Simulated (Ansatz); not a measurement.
Cartesian coordinates in Å:
```
C -2.107 0.524 -0.527
O -1.147 -0.306 0.089
Si 0.464 -0.176 -0.136
C 1.211 -1.512 0.897
N 1.034 1.400 0.152
Br 0.947 -0.518 -2.298
H -3.062 0.371 -0.023
H -2.220 0.266 -1.584
H -1.829 1.580 -0.451
H 0.775 -2.481 0.648
H 1.022 -1.316 1.957
H 2.290 -1.560 0.741
H 1.563 1.911 -0.531
H 1.058 1.818 1.067
```

Charge 0, multiplicity 1.

(1) List the PBE/def2-TZVPP orbital energies in eV (Ansatz 0.2.0). (Estimate.)

## Answers

(1) Computed: Occupied: -13088.42, -1780.58, -1681.56, -1515.92, -1515.86, -1515.86, -510.25, -380.10, -270.02, -268.54, -228.35, -170.49, -170.32, -170.32, -138.12, -94.94, -94.85, -94.80, -67.16, -67.11, -67.11, -66.98, -66.98, -25.33, -21.24, -18.91, -17.44, -16.71, -13.02, -12.41, -11.49, -10.94, -10.89, -10.09, -9.79, -9.13, -8.35, -7.45, -7.07, -6.88, -6.75, -6.22. Lowest empty: -0.06, 0.33, 0.94, 1.25, 1.37, 1.69, 2.04, 2.34.
